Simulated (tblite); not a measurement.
Method: GFN2-xTB as coded in tblite; computed harmonic values from a numerical Hessian at the method's own geometry, unscaled. Errors from tens to a few hundred cm⁻¹ against measured bands are possible. Modes of hydrogen on silicon can be 10 to 20 % off. One conformer each. Thermal functions are those of the rigid rotor and harmonic oscillator, without mixing of conformers.

Question: Order these by their zero-point energy, highest first (kJ/mol).
A. `CCC[Si@@](C)(F)Cl`
B. `O=C(CO[SiH3])[SiH2]O`
C. `O=Cc1ccnnn1`
D. `C=CC[Si@H](Cl)CC#N`
E. `[H]/N=C/C(=C\C=C)[SiH2]Cl`

Answer: A (353.1), D (301.0), E (295.5), B (248.8), C (181.2).

```tsv
SMILES	atoms	mass (u)	symmetry number	modes under 300 cm⁻¹	ZPE (kJ/mol)	S translation (J/(mol K))	S rotation	S vibration	S	Cp
CCC[Si@@](C)(F)Cl	17	140.02	1	10	353.1	181.2	129.6	218.1	528.9	215.6
C=CC[Si@H](Cl)CC#N	16	145.01	1	8	301.0	181.7	131.3	223.4	536.4	219.6
[H]/N=C/C(=C\C=C)[SiH2]Cl	16	145.01	1	7	295.5	181.7	132.7	207.1	521.4	221.5
O=C(CO[SiH3])[SiH2]O	15	136.00	1	7	248.8	180.9	127.7	209.5	518.1	221.2
O=Cc1ccnnn1	11	109.03	1	4	181.2	178.1	122.2	113.0	413.3	152.2
```

Entropies and Cp are for 500 K and 1 bar.
